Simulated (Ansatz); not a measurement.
Geometry optimisation, RKS PBE0-D4/def2-SVP in Ansatz 0.2.0.

The input (input.yaml):

```yaml
crystal:
  periodic: [false, false, false]
  atoms:
    - { symbol: Ta, position_ang: [-0.598635, -0.327537, 0.2213] }
    - { symbol: F, position_ang: [2.48068, -0.32412, -0.373102] }
    - { symbol: Cl, position_ang: [0.371409, 0.789421, 1.992194] }
    - { symbol: O, position_ang: [0.110095, -0.040874, -1.471343] }
    - { symbol: H, position_ang: [1.072292, -0.133437, -1.590426] }
    - { symbol: Cl, position_ang: [-2.217292, 1.332354, 0.011631] }
    - { symbol: Cl, position_ang: [-2.380402, -1.828603, 0.353407] }
    - { symbol: O, position_ang: [0.48848, -1.9324, 0.638316] }
    - { symbol: H, position_ang: [0.198777, -2.806137, 0.918084] }
    - { symbol: H, position_ang: [2.461096, -1.066768, 0.182839] }
basis:
  gaussian: { orbitals: def2-SVP }
hamiltonian:
  xc: pbe0
  dispersion: d4
relax:
  f_tol: 0.03
  max_steps: 50
```

Launched with:

```bash
$ ansatz run input.yaml --threads 4 --pin off --max-ram 5120MiB --backend cpu --events-out ev --progress --plain --runs-dir out
```

Q: Where does it end, and by what steps?

A: It converged. After 12 steps the energy has fallen by 0.344 eV; F2 moved furthest, 1.05 Å.

| step | energy less start (eV) | largest force component (eV/Å) | accepted |
| --- | --- | --- | --- |
| 0 | 0.0000 | 1.110 | yes |
| 1 | -0.0697 | 1.569 | yes |
| 2 | -0.1795 | 0.824 | yes |
| 3 | -0.2340 | 0.359 | yes |
| 4 | -0.2626 | 0.343 | yes |
| 5 | -0.2883 | 0.420 | yes |
| 6 | -0.3070 | 0.327 | yes |
| 7 | -0.3286 | 0.346 | yes |
| 8 | -0.3377 | 0.238 | yes |
| 9 | -0.3432 | 0.089 | yes |
| 10 | -0.3438 | 0.080 | yes |
| 11 | -0.3440 | 0.058 | yes |
| 12 | -0.3444 | 0.022 | yes |

```xyz
10
Properties=species:S:1:pos:R:3
Ta -0.659 -0.169 0.357
F 2.471 -1.140 -1.039
Cl -0.223 0.898 2.335
O 0.439 0.368 -1.020
H 1.299 -0.071 -1.274
Cl -2.404 1.214 -0.294
Cl -2.146 -1.970 0.381
O 0.712 -1.575 0.651
H 0.553 -2.420 1.089
H 1.944 -1.474 -0.302
```

The run took 20 s on 4 threads of AMD EPYC 9R45 96-Core Processor (Zen 5), on a shared host, peak memory 0.49 GiB.
